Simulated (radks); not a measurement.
Q: All-electron atom: Ru+ in [Kr] 4d5 5s2 (not the ground configuration). All-electron calculation, scalar-relativistic Kohn-Sham, LDA (Slater exchange, Perdew-Wang correlation), spin-polarised, spherical densities, finite nucleus; open shells are filled with parallel spins first (spin-orbit coupling, left out, can overturn this in heavy ions); Fermi nuclear charge, rms radius 4.4809 fm. Program: a radial shooting solver on a logarithmic mesh with Libxc functionals. Some entries of the table are withheld. Estimate them.

orbital  occ.  eigenvalue (Ry)  r(max) (bohr)
1s up       1        -1611.303        0.02174
1s down     1        -1611.303        0.02174
2s up       1        -232.7488         0.1231
2s down     1        -232.6933         0.1231
2p up       3        -208.7220        0.09826
2p down     3        -208.6785        0.09825
3s up       1        -41.89813         0.3620
3s down     1        -41.85854         0.3621
3p up       3        -34.00609         0.3551
3p down     3        -33.96298         0.3551
3d up       5        -21.27021         0.3005
3d down     5        -21.21273         0.3006
4s up       1         -6.82594         0.9123
4s down     1         -6.57579         0.9087
4p up       3         -4.60877         0.9784
4p down     3         -4.34849         0.9741
4d up       5         -1.46614          1.179
4d down     0         -1.21908          1.178
5s up       1         -1.02309          2.409
5s down     1         -0.92418          2.512
5p up       0         -0.61701          2.925
5p down     0         -0.56274          3.097
6s up       0         -0.25437          6.157
6s down     0         -0.24126          6.416
4f up       0         -0.06995            (1)
4f down     0         -0.06978            (2)

A: 
(1) 4f up r(max) (bohr): 12.14
(2) 4f down r(max) (bohr): 12.23
